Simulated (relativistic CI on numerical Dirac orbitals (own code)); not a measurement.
# Forbidden transitions in Pr⁵¹⁺

These numbers are calculated, not measured: Dirac-Coulomb-Breit CI, KLI orbitals optimised for each configuration, a model potential for QED, unscaled Slater integrals (own radial code, finite nucleus).

Configurations in the expansion (outside the closed core 1s2): 2s²2p⁴, 2s2p⁵, 2p⁶, 2p⁵3s, 2p⁵3p, 2p⁵3d, 2s²2p³3s, 2s²2p³3p, 2s²2p³3d, 2s2p⁴3s, 2s2p⁴3p, 2s2p⁴3d, 2s²2p³4s, 2s²2p³4p, 2s²2p³4d, 2s²2p³4f. Levels of other configurations are missing.

```csv
λ vac (Å),Lower,Upper,Type,A (s⁻¹),log gf
1.8885,2s²2p⁴ ³P2 [1],2s2p⁴3d ³F4 [114],E2,1.90e+12,-2.04
1.8974,2s²2p⁴ ³P2 [1],2s2p⁴3d ³D1 [110],E2,1.25e+12,-2.69
1.8974,2s²2p⁴ ¹S0 [2],2s2p⁴3d ¹D2 [116],E2,2.37e+12,-2.19
1.9131,2s²2p⁴ ³P2 [1],2s2p⁴3d ³F4 [100],E2,1.05e+12,-2.28
1.9151,2s²2p⁴ ¹D2 [4],2s2p⁴3d ³F4 [166],E2,1.16e+12,-2.24
1.9220,2s²2p⁴ ³P2 [1],2s2p⁴3d ⁵F4 [97],E2,8.28e+11,-2.38
1.9235,2s²2p⁴ ³P2 [1],2s2p⁴3d ⁵D3 [95],E2,3.44e+11,-2.87
1.9238,2s²2p⁴ ³P2 [1],2s2p⁴3d ⁵D2 [94],E2,2.49e+11,-3.16
2.0209,2s²2p⁴ ³P1 [3],2s²2p³3p ³D3 [120],E2,1.81e+11,-3.11
2.0220,2s²2p⁴ ¹D2 [4],2s²2p³3p ³P2 [122],E2,2.26e+11,-3.16
2.0242,2s²2p⁴ ¹S0 [2],2s²2p³3p ³D2 [50],E2,1.85e+11,-3.24
2.0258,2s²2p⁴ ¹D2 [4],2s²2p³3p ³P1 [121],E2,2.39e+11,-3.36
2.0259,2s²2p⁴ ³P2 [1],2s²2p³3p ³F4 [44],E2,2.95e+11,-2.79
2.0267,2s²2p⁴ ¹D2 [4],2s²2p³3p ³D3 [120],E2,1.22e+11,-3.28
2.0279,2s²2p⁴ ³P2 [1],2s²2p³3p ¹F3 [43],E2,2.05e+11,-3.05
2.0282,2s²2p⁴ ³P2 [1],2s²2p³3p ¹P1 [42],E2,1.86e+11,-3.46
2.0330,2s2p⁵ ³P°2 [5],2s2p⁴3p ³F°4 [150],E2,3.19e+11,-2.75
2.1921,2s²2p⁴ ³P2 [1],2s²2p³3p ³P0 [18],E2,6.50e+11,-3.33
2.2071,2s²2p⁴ ³P0 [7],2s²2p³3p ³P2 [122],E2,2.07e+11,-3.12
2.2081,2s²2p⁴ ³P2 [1],2s²2p³3p ³P1 [16],E2,2.46e+11,-3.27
2.2082,2s²2p⁴ ³P2 [1],2s²2p³3p ³D3 [15],E2,2.33e+11,-2.92
2.2124,2s²2p⁴ ¹D2 [4],2s²2p³3p ³F4 [44],E2,1.12e+11,-3.13
2.2148,2s²2p⁴ ¹D2 [4],2s²2p³3p ¹F3 [43],E2,1.08e+11,-3.25
2.2168,2s²2p⁴ ¹S0 [2],2s²2p³3p ³P2 [17],E2,1.31e+11,-3.32
2.2307,2s2p⁵ ³P°2 [5],2s2p⁴3p ⁵D°4 [83],E2,9.69e+10,-3.19
2.2587,2s²2p⁴ ¹D2 [4],2s²2p³3p ³P2 [36],E2,2.01e+11,-3.12
2.2649,2s²2p⁴ ³P2 [1],2s²2p³3p ³D2 [14],E2,4.29e+11,-2.78
2.2656,2s²2p⁴ ³P2 [1],2s²2p³3p ³P1 [13],E2,3.21e+11,-3.13
2.2694,2s²2p⁴ ³P1 [3],2s²2p³3p ³F2 [34],E2,3.00e+11,-2.94
2.2700,2s²2p⁴ ¹D2 [4],2s²2p³3p ³F3 [35],E2,3.64e+11,-2.71
```

Terms are leading LS components. Brackets give the number of a level in order of energy, since labels repeat. The list gives strong lines, with weight on those to low levels, among the lowest 200 of 342 levels, so that lines to higher ones, which can be the strongest, are missing. Levels whose partners in the same complex of configurations lie outside the list can be far off, and so can their lines. Rates are taken at the computed energies, electric ones in the length gauge.

At this charge energies of transitions that change n are usually good to better than 1 %, and those within a shell (Δn = 0) to a few per cent.

LS names give the leading component of a level, which can be under half, so a name can repeat, a term be missing and a line seem to break the LS rules.
